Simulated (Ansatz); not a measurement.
CH₄FIOSi, SMILES `FC(I)O[SiH3]`, relaxed with RKS PBE0-D4/def2-TZVP in the Gaussian-basis code of Ansatz from a PBE-D4/def2-SVP geometry. The force threshold is 0.005 eV/Å; the program also tests the step.

The species carries charge 0 and has multiplicity 1. I takes the def2 core potential.

Start:

```xyz
9

F     1.303    0.490    1.222
C     1.335   -0.087   -0.014
I     1.483   -2.331    0.323
O     0.270    0.243   -0.755
Si   -1.346    0.355   -0.158
H     2.286    0.157   -0.528
H    -1.632   -0.812    0.736
H    -2.179    0.333   -1.398
H    -1.519    1.652    0.572
```

(1) How much energy does the relaxation release, and in how many steps? (An estimate is asked.)

(2) Which bonds change most? (An estimate is asked.)

(3) Give the relaxed structure. (Best estimate.)

Results:

(1) The calculation gave: 1.59 kcal/mol, in 11 steps.

(2) The calculation gave: C2–I3 from 2.274 to 2.200 Å; O4–Si5 from 1.726 to 1.679 Å; C2–H6 from 1.107 to 1.088 Å; Si5–H9 from 1.499 to 1.481 Å.

(3) Ansatz gave: 
```xyz
9

F     1.345    0.536    1.181
C     1.328   -0.101   -0.017
I     1.469   -2.257    0.400
O     0.244    0.218   -0.728
Si   -1.332    0.339   -0.163
H     2.241    0.133   -0.562
H    -1.666   -0.847    0.658
H    -2.144    0.398   -1.397
H    -1.485    1.581    0.629
```
